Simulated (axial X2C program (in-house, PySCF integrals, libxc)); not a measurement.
BaSi: cheaper levels and CCSD(T), two-component

Computed with an axial X2C code built on PySCF integrals. Two-component (2c) means X2C with spin–orbit coupling and atomic mean-field two-electron Coulomb and Gaunt terms. Basis: Ba dyall-cv3z [14s14p9d5f1g], Si dyall-v3z [8s7p2d1f] (cores contracted in-house); Gaussian nuclei, density fitting, unrestricted open shells. Masses: Ba 137.905 u, Si 27.977 u.

State: Ω = 1 (⟨Sz⟩ = 1.00, ⟨Lz⟩ = 0.00 at HF); fragments Ba + Si.

| level | Re (Å) | ωe (cm⁻¹) | De (eV) |
| --- | --- | --- | --- |
| PBE0 | 3.030 | 220.3 | 2.01 |
| HF | 3.179 | 201.2 | 1.64 |
| CCSD | 3.092 | 214.0 | 1.58 |
| PBEsol | 2.987 | 229.7 | 2.26 |

Correlated methods: 14 electrons correlated (number of frozen shells: Ba 4 s, 3 p, 2 d; Si 2 s, 1 p), 268 virtual spin orbitals or spinors in MP2, 90 natural virtuals in coupled cluster.

CCSD(T), same Hamiltonian and basis:

Re = 3.082 Å, ωe = 216.0 cm⁻¹, De = 1.57 eV; T1 = 0.024 (Lee–Taylor normalisation).

(1) Give the differences from CCSD(T) in the columns below.

The state is one determinant whose occupation by symmetry is held fixed; it was picked as the lowest of a PBE0 search that is not exhaustive. De is counted from the lowest determinant-based energies of the atoms at the same level, without counterpoise correction. Density functionals use the spin component along the axis (collinear). Coupled cluster ran in a truncated set of natural virtual spinors; the MP2 energy of the rest was added. (T) has no such correction and the atoms are truncated less, which lowers De at CCSD(T) by a hundredth of an eV or more. The 2c atoms are single determinants rather than J levels; their spin–orbit lowering is only partly caught, and De is too large by that part. This holds for PBE0, CCSD, PBEsol, CCSD(T). Other states lie close and PBE0, whose exact exchange favours high spin, may order them wrongly; the determinant shown need not be the ground state. The nearest other 2c determinant of the search, Ω = 2, lies 0.12 eV up at the distance of the search. The functionals have no current-density term, which raises determinants with orbital currents, atoms included. With several unpaired electrons one determinant need not be a pure state. Open-shell Ω = 0 determinants with evenly filled partner blocks cannot be reached by this program, so the Ω shown need not be the lowest component. This is the Ω = 1 component of a π² triplet; the 0⁺ component is not one determinant and can lie lowest. The determinant is spin-polarised beyond a pure state at some levels (its spin-free form has ⟨S²⟩ too high), which makes Re and μ there less reliable.

Results:

(1) 

```csv
level,ΔRe (Å),Δωe (cm⁻¹),ΔDe (eV)
PBE0,-0.052,4.3,0.44
HF,0.097,-14.8,0.07
CCSD,0.010,-2.0,0.01
PBEsol,-0.095,13.7,0.69
```
